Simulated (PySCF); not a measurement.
Cu(OH)2 (CuH2O2), SMILES [OH][Cu][OH] (connectivity only; charge and spin as stated), neutral, multiplicity 2.

Coordinates come from a PBE0-D3(BJ)/def2-TZVP optimisation. The multiplicity is an assumed one; other spin states were not compared. The values are those of a single conformer.

Computed with PySCF 2.14.0 with PBE0-D3(BJ)/def2-TZVP.

Frequencies are harmonic and unscaled.

```json
[
 {"mode": "1", "ν (cm⁻¹)": "113", "IR (km/mol)": "2.9", "moving atoms (share of kinetic energy)": "O 55 %, Cu 34 %, H 11 %"},
 {"mode": "2", "ν (cm⁻¹)": "197", "IR (km/mol)": "3.9", "moving atoms (share of kinetic energy)": "O 54 %, Cu 33 %, H 13 %"},
 {"mode": "3", "ν (cm⁻¹)": "493", "IR (km/mol)": "0.0", "moving atoms (share of kinetic energy)": "H 91 %, O 9 %"},
 {"mode": "4", "ν (cm⁻¹)": "617", "IR (km/mol)": "0.1", "moving atoms (share of kinetic energy)": "O 94 %"},
 {"mode": "5", "ν (cm⁻¹)": "687", "IR (km/mol)": "207.4", "moving atoms (share of kinetic energy)": "H 89 %, O 11 %"},
 {"mode": "6", "ν (cm⁻¹)": "729", "IR (km/mol)": "43.6", "moving atoms (share of kinetic energy)": "H 85 %, O 13 %"},
 {"mode": "7", "ν (cm⁻¹)": "776", "IR (km/mol)": "84.7", "moving atoms (share of kinetic energy)": "O 61 %, Cu 35 %"},
 {"mode": "8", "ν (cm⁻¹)": "3879", "IR (km/mol)": "214.9", "moving atoms (share of kinetic energy)": "H 94 %"},
 {"mode": "9", "ν (cm⁻¹)": "3882", "IR (km/mol)": "37.1", "moving atoms (share of kinetic energy)": "H 94 %"}
]
```
